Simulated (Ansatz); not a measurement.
Relaxation of the cluster Ta2O6H2 (charge 0, singlet) with RKS PBE-D4/def2-SVP in Ansatz.

Positions (Å) and forces (eV/Å) at step 30 of 30:

```xyz
10
step=30 energy=-15405.6161 eV
Ta    0.114    0.212   -1.071   -0.019   -0.015    0.012
Ta    0.187   -0.243    1.944   -0.003    0.005    0.006
O    -1.121   -1.188    2.583    0.002   -0.003    0.000
O    -0.294    1.376    0.887    0.002   -0.002   -0.009
O    -1.248    1.435   -0.228    0.007   -0.004   -0.002
O    -0.727   -0.743   -2.490    0.012    0.010    0.003
O     0.795   -1.051    0.331   -0.004    0.007   -0.010
O     1.433    1.125   -1.738    0.007    0.005   -0.002
H     1.440   -0.107    3.231    0.000   -0.002   -0.004
H    -0.579   -0.816   -3.449   -0.003   -0.002    0.006
```

In the def2 sets Ta takes a core potential; there is no spin–orbit coupling. The structure holds one bond between oxygen atoms, so isomers without such links may lie far lower. The relaxation made no stability test and no search for a lower SCF solution. The structure comes from a short search, and lower isomers may exist.
